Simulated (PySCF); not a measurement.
A PySCF script (with the pyscf-properties extension) for the NMR shieldings of `CC(C)(OC=O)C(=O)[O-]`, [C$_{5}$H$_{7}$O$_{4}$]-, on a GFN2-xTB geometry:

```python
import basis_set_exchange as bse
import numpy as np
from pyscf import gto, dft
from pyscf.prop import nmr

atoms = """
C    -1.043459   -0.687043   -0.872691
C    -0.174163   -0.061029    0.221045
C    -0.902097   -0.010206    1.560383
O     1.067025   -0.717212    0.373950
C     1.959523   -0.265769   -0.626717
O     1.889233   -0.681439   -1.776272
C     0.247809    1.371572   -0.226926
O    -0.529251    2.309927   -0.204125
O     1.476139    1.385886   -0.570482
H    -0.431488   -0.817197   -1.763006
H    -1.414928   -1.659742   -0.549967
H    -1.880754   -0.027449   -1.091979
H    -1.295747   -0.991581    1.821307
H    -1.717378    0.706056    1.485415
H    -0.213248    0.312291    2.338100
H     2.955184   -0.158120   -0.129446
"""
names = dict.fromkeys(["C", "O", "H"], "pcSseg-1")
basis = {el: gto.basis.parse(bse.get_basis(n, elements=[el], fmt="nwchem")) for el, n in names.items()}
mol = gto.M(atom=atoms, basis=basis, charge=-1, verbose=0)
mf = dft.RKS(mol, xc="PBE0")
mf.grids.level = 2
mf.grids.alignment = dft.numint.BLKSIZE   # the property module wants whole blocks of grid points
mf.conv_tol = 1e-9
mf.kernel()

calc = nmr.RKS(mf)   # GIAO
C = mf.mo_coeff
Co = C[:, mf.mo_occ > 0]
resp = mf.gen_response(singlet=True, hermi=2)
def vind(x):   # induced exchange potential for any number of trial vectors
    d = np.einsum("pi,xij,qj->xpq", C, 2 * x.reshape(-1, C.shape[1], Co.shape[1]), Co, optimize=True)
    return np.einsum("xpq,pi,qj->xij", resp(d - d.transpose(0, 2, 1)), C, Co, optimize=True).ravel()
mo1, _ = nmr.rhf.solve_mo1(calc, with_cphf=vind)
sigma = calc.kernel(mo1)
for i, s in enumerate(sigma):   # ppm
    w = np.linalg.eigvalsh((s + s.T) / 2)
    print("%2d %-2s iso %8.1f  s11 %8.1f  s22 %8.1f  s33 %8.1f" % (i, mol.atom_pure_symbol(i), w.mean(), *w))
```

Q: What are the results?

A: 
```
 0 C  iso    156.5  s11    140.7  s22    144.1  s33    184.7
 1 C  iso    103.9  s11     78.0  s22     87.0  s33    146.8
 2 C  iso    157.2  s11    140.3  s22    145.3  s33    186.1
 3 O  iso    163.3  s11     87.9  s22    156.5  s33    245.5
 4 C  iso     46.8  s11    -22.5  s22     57.2  s33    105.8
 5 O  iso     67.9  s11    -64.8  s22     37.4  s33    231.0
 6 C  iso      2.8  s11    -70.0  s22     12.1  s33     66.3
 7 O  iso      8.8  s11   -219.4  s22   -115.9  s33    361.7
 8 O  iso    -28.4  s11   -146.5  s22   -105.0  s33    166.3
 9 H  iso     28.4  s11     22.1  s22     29.1  s33     33.8
10 H  iso     31.1  s11     28.0  s22     29.3  s33     35.9
11 H  iso     30.7  s11     27.1  s22     29.2  s33     35.7
12 H  iso     31.0  s11     27.8  s22     29.4  s33     35.9
13 H  iso     30.1  s11     26.6  s22     29.0  s33     34.8
14 H  iso     30.8  s11     27.0  s22     28.7  s33     36.7
15 H  iso     23.4  s11     19.8  s22     22.0  s33     28.6
```

These numbers come from an equivalent density-fitted implementation of the same equations, which agrees with the script to about 0.01 ppm for H and up to a few tenths of a ppm for heavy atoms, so last digits may differ.

Size and cost of the density-fitted run: 188 basis functions, 34 s wall time on 1 thread of an Arm Neoverse V1, shared host.
